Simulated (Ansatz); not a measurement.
Relaxation of CH2AlOS (6 atoms, charge 0, multiplicity 2), to a largest force component of 0.02 eV/Å in at most 40 steps.

Method: UKS BLYP/STO-3G in Ansatz.

```xyz
6
Properties=species:S:1:pos:R:3
O 0.507 0.838 -1.708
Al 0.231 0.233 -0.214
C -0.275 -0.184 1.578
S 0.053 -1.801 0.760
H 0.665 1.127 -2.598
H -1.180 -0.214 2.181
```

Task: Where does it end, and by what steps?

Result: The forces met the threshold. Limits of this set-up: minimal basis. After 13 steps the energy has fallen by 1.386 eV; H5 moved furthest, 0.56 Å.

| step | energy less start (eV) | largest force component (eV/Å) | accepted |
| --- | --- | --- | --- |
| 0 | 0.0000 | 4.068 | yes |
| 1 | -0.3647 | 0.937 | yes |
| 2 | -0.4170 | 0.444 | yes |
| 3 | -0.4421 | 0.490 | yes |
| 4 | -0.4875 | 0.720 | yes |
| 5 | -0.6079 | 1.122 | yes |
| 6 | -1.0654 | 1.035 | yes |
| 7 | -1.0893 | 2.610 | yes |
| 8 | -1.3332 | 0.962 | yes |
| 9 | -1.2028 | 2.553 | no |
| 10 | -1.3731 | 0.301 | yes |
| 11 | -1.3838 | 0.223 | yes |
| 12 | -1.3858 | 0.167 | yes |
| 13 | -1.3865 | 0.019 | yes |

```xyz
6
Properties=species:S:1:pos:R:3
O 0.411 1.269 -1.615
Al 0.091 0.190 -0.299
C -0.503 -0.188 1.346
S 0.103 -1.762 0.554
H 0.828 0.657 -2.348
H -0.930 -0.166 2.363
```

Run time: 33 s on 1 thread of Arm Neoverse V2 (shared host), peak memory 0.17 GiB.
